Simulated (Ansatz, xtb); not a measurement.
Pulling on the O2–H3 bond in HLiO (SMILES [Li][OH]) (multiplicity 1 held, fragments rigid). Energies count from the point at 0.951 Å.
Geometry at that point (charge 0, multiplicity 1):
```xyz
3

Li     0.00000     0.00000    -1.25873
O      0.00000     0.00000     0.31387
H      0.00000     0.00000     1.26522
```

R- and RO- levels are restricted; in cc, def2 and unpolarised 6-31G sets they are followed outwards from rest. Unrestricted levels (U-) break spin symmetry where that is lower. Full CI gives the lowest state of the spin. Levels need not reach the same state.

Correlated levels freeze the cores.

The values were computed with Ansatz (Gaussian basis) for Hartree–Fock, density functionals and correlated methods; xtb for the GFN methods.  The GFN methods have no spin term and hold the electronic entropy of 300 K.

Energies in kcal/mol.

| R (Å) | GFN2-xTB | R-MP2/6-31G | U-MP2/6-31G | U-SCS-MP2/6-31G | FCI/6-31G |
|---|---|---|---|---|---|
| 0.761 | 35.4 | 41.9 | 41.9 | 41.8 | 42.0 |
| 0.856 | 6.4 | 9.1 | 9.1 | 9.0 | 9.2 |
| 0.951 | 0.0 | 0.0 | 0.0 | 0.0 | 0.0 |
| 1.046 | 4.4 | 3.3 | 3.3 | 3.3 | 3.1 |
| 1.142 | 13.8 | 12.8 | 12.8 | 12.8 | 12.1 |
| 1.284 | 31.5 | 31.8 | 31.8 | 31.7 | 30.0 |
| 1.427 | 50.2 | 51.9 | 64.2 | 64.5 | 48.2 |
| 1.665 | 78.9 | 82.5 | 97.4 | 97.8 | 74.0 |
| 1.903 | 102.0 | 107.1 | 109.2 | 109.3 | 91.9 |
| 2.188 | 122.0 | 128.6 | 114.4 | 114.3 | 104.4 |
| 2.569 | 138.4 | 144.8 | 116.1 | 115.8 | 111.4 |
| 3.044 | 148.4 | 149.2 | 115.0 | 114.7 | 112.9 |

Doubts at one or more of the structures used: a restricted determinant that unrestricted orbitals would lower (R-MP2/6-31G); a spin-contaminated determinant (U-MP2/6-31G, U-SCS-MP2/6-31G).

Ansatz is a program for electronic structure.
